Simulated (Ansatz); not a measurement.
Reaction (formal exchange of groups at the Si–C bond): `[SiH3]/C=C/[SiH3]` + `SC1CO1` → `[SiH3]C1(S)CO1` + `C=C[SiH3]`

Calculated with Ansatz (gas phase, PBE0-D4/def2-TZVP geometries, no zero-point term in ΔE). CCSD(T)/CBS is the MP2 limit (def2-TZVPP, def2-QZVPP) plus CCSD(T) − MP2 in def2-TZVPP, frozen cores. This one scheme is used for every species. Functionals use def2-TZVPP. B3LYP here is the variant with VWN-RPA as its local correlation; programs differ in this. HSE06 is defined as in plane-wave codes. Each species was taken in one conformer, which may not be the lowest.

| level | ΔE (kcal/mol) | difference from CCSD(T)/CBS |
| --- | --- | --- |
| LDA (SPW92) | 2.0 | 0.3 |
| PBE-D4 | 2.1 | 0.4 |
| revPBE-D4 | 1.9 | 0.2 |
| r2SCAN-D4 | 2.2 | 0.5 |
| B97M-V | 2.7 | 1.0 |
| B3LYP-D4 | 2.1 | 0.4 |
| r2SCANh-D4 | 2.3 | 0.6 |
| r2SCAN0-D4 | 2.5 | 0.8 |
| HSE06-D4 | 2.5 | 0.8 |
| BHLYP-D4 | 2.4 | 0.7 |
| ωB97X-V | 2.1 | 0.4 |
| ωB97M-V | 1.9 | 0.2 |
| B2PLYP | 2.5 | 0.8 |
| PBE-QIDH | 2.5 | 0.8 |
| PBE | 2.6 | 0.9 |
| revPBE | 3.0 | 1.3 |
| BLYP | 2.9 | 1.2 |
| r2SCAN | 2.3 | 0.6 |
| PBE0 | 3.0 | 1.3 |
| B3LYP | 3.1 | 1.4 |
| r2SCANh | 2.5 | 0.8 |
| r2SCAN0 | 2.6 | 0.9 |
| HSE06 | 3.0 | 1.3 |
| BHLYP | 3.3 | 1.6 |
| CAM-B3LYP | 2.9 | 1.2 |
| LC-ωPBE | 2.8 | 1.1 |
| RPA@PBE/def2-TZVPP | 1.7 | 0.0 |
| HF/def2-SVP | 3.8 | 2.1 |
| MP2/def2-SVP | 1.5 | -0.2 |
| CCSD/def2-SVP | 1.9 | 0.2 |
| HF/def2-TZVPP | 4.1 | 2.4 |
| MP2/def2-TZVPP | 1.6 | -0.1 |
| SCS-MP2/def2-TZVPP | 2.0 | 0.3 |
| CCSD(T)/def2-TZVPP | 1.9 | 0.2 |
| HF/def2-QZVPP | 4.1 | 2.4 |
| MP2/def2-QZVPP | 1.4 | -0.3 |
| SCS-MP2/def2-QZVPP | 1.8 | 0.1 |
| HF/CBS(def2) | 4.1 | 2.4 |
| MP2/CBS(def2) | 1.3 | -0.4 |
| CCSD/CBS(def2) | 2.1 | 0.4 |
| CCSD(T)/CBS | 1.7 | 0 |

Largest T1 diagnostic among the species: 0.013.

In def2-TZVPP, CCSD(T) changes the Hartree–Fock value by −2.2 kcal/mol (the triples alone add −0.4 kcal/mol) and MP2 by −2.5 kcal/mol. The D4 term adds −1.0 kcal/mol with B3LYP and −0.5 kcal/mol with PBE0; it sums over pairs of atoms, weighted by their polarisabilities, and B3LYP, whose exchange is more repulsive, gets the larger term. Leaving LDA and LC-ωPBE aside and taking each functional with its dispersion term where it has one, the values, not all of them listed here, spread over 1.0 kcal/mol, from BLYP-D4 to B97M-V.
